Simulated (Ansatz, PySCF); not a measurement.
H$_{6}$Ge$_{2}$, charge -1, doublet, at a GFN2-xTB geometry (a state made from the parent by changing its charge; the spin is typed, not shown lowest) (in this run its highest filled SCF level lies above zero, so its values depend strongly on the basis, on diffuse functions most of all). Base run: PBE0/STO-3G in PySCF.

Geometry (Å):
```xyz
8

Ge    -1.2352     0.5129    -0.1259
Ge     1.2353    -0.5121     0.1290
H     -1.9253    -0.6052    -1.0275
H     -2.4784     1.6125    -0.4205
H     -1.9402    -0.0249     1.1998
H      2.4783    -1.6135     0.4172
H      1.9673     0.6296     0.9683
H      1.8969    -0.0265    -1.2369
```
Charge -1, spin multiplicity 2.
Orbitals are unrestricted.
All else is at PySCF's defaults.

The same geometry, method and basis name were run in Ansatz (a quantum-chemistry and plane-wave program) and PySCF, at each program's defaults and at the settings that a row names. The base is PySCF at its defaults. Differences at the defaults can come from grids, fitting, cores and function types together.

```
code and settings                                                               ΔE vs base (µEh)  basis functions       E (Eh)  SCF cycles
------------------------------------------------------------------------------  ----------------  ---------------  -----------  ----------
PySCF, defaults (exact integrals, its default grid, spherical functions)                     0.0               42  -4109.06275          10
Ansatz, defaults (factorised integrals, its default grid, spherical functions)              -1.5               42  -4109.06276           -
PySCF, density fitting with def2-universal-jkfit                                           -3339               42  -4109.06609          10
PySCF, fine grid                                                                            -7.4               42  -4109.06276          10
Ansatz, high accuracy                                                                       -3.3               42  -4109.06276           -
```

Open shells are given as the SCF converged; they aren't shown to be the lowest states, and a large step between rows can be another state.
